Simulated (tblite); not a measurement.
Species: C5H14OSi3.
Numbering: `[CH3:1][C@@H:2]1[SiH2:3][CH2:4][C@H:5]2[SiH2:6][O:7][SiH2:8][C@@H:9]12` (hydrogens: H10, H11, H12 on C1; H13 on C2; H14, H15 on Si3; H16, H17 on C4; H18 on C5; H19, H20 on Si6; H21, H22 on Si8; H23 on C9)

A start from a force field or distance geometry was refined with GFN2-xTB geometry optimisation, gas phase (tblite). Values at the start:

```
   coordinate    start
        C1–C2  1.477 Å
       C1–H10  1.119 Å
       C2–Si3  1.875 Å
       C2–H13  1.108 Å
       Si3–C4  1.862 Å
      Si3–H15  1.440 Å
        C4–C5  1.500 Å
       C4–H16  1.114 Å
       C5–Si6  1.851 Å
        C5–C9  1.503 Å
       Si6–O7  1.733 Å
      Si6–H19  1.470 Å
       O7–Si8  1.727 Å
       Si8–C9  1.866 Å
      Si8–H21  1.477 Å
       C9–H23  1.110 Å
     C1–C2–C9   113.8°
    Si3–C2–C9    94.8°
    Si3–C4–C5   104.0°
    C4–C5–Si6   114.2°
    C5–Si6–O7   107.2°
    C5–C9–Si8   100.8°
    Si6–C5–C9   101.0°
   Si6–O7–Si8   100.1°
 C2–Si3–C4–C5      13°
C5–Si6–O7–Si8      12°
Si6–O7–Si8–C9     -37°
 O7–Si8–C9–C2     -56°
```

Q: How do these coordinates change at the GFN2-xTB level?

A: 
| coordinate | GFN2-xTB (Å or °) | change |
| --- | --- | --- |
| Si6–O7 | 1.640 | -0.093 |
| O7–Si8 | 1.642 | -0.085 |
| C5–Si6 | 1.910 | +0.059 |
| C1–C2 | 1.523 | +0.046 |
| Si8–C9 | 1.911 | +0.045 |
| C5–C9 | 1.545 | +0.042 |
| Si3–C4 | 1.899 | +0.037 |
| C2–Si3 | 1.910 | +0.035 |
| C4–C5 | 1.534 | +0.034 |
| C1–H10 | 1.088 | -0.031 |
| Si3–H15 | 1.467 | +0.027 |
| C4–H16 | 1.089 | -0.025 |
| Si8–H21 | 1.461 | -0.016 |
| C9–H23 | 1.096 | -0.014 |
| C2–H13 | 1.096 | -0.012 |
| Si6–H19 | 1.459 | -0.011 |
| Si6–O7–Si8 | 119.4 | +19.3 |
| Si3–C2–C9 | 105.0 | +10.2 |
| C5–Si6–O7 | 98.0 | -9.2 |
| Si6–C5–C9 | 106.0 | +5.0 |
| C5–C9–Si8 | 105.7 | +4.9 |
| C4–C5–Si6 | 117.5 | +3.3 |
| C1–C2–C9 | 111.8 | -2.0 |
| Si3–C4–C5 | 105.5 | +1.5 |
| O7–Si8–C9–C2 | -88 | -32 |
| Si6–O7–Si8–C9 | -10 | +27 |
| C2–Si3–C4–C5 | -9 | -22 |
| C5–Si6–O7–Si8 | -9 | -21 |

The energy falls by 29.5 kcal/mol over 121 L-BFGS steps, the largest force on an atom goes from 2.91 to 0.010 eV/Å, and the atoms move by 0.582 Å rms after alignment. The bond that changes most is Si6–O7 (oxygen-bound silicon to siloxane oxygen), which shortens by 0.093 Å. Bonds longer at the end by more than 0.005 Å: 10 of 24; shorter: 12. Among the dihedrals that turn most is H11–C1–C2–C9, from -6° to -62°. Rotational constants go from 1544, 967.6, 737.8 to 1463, 924.7, 660.9 MHz.

Its GFN2-xTB frequencies are all real (lowest 65 cm⁻¹). The numbers are those of one conformer.

The numbers are calculated, not measured.
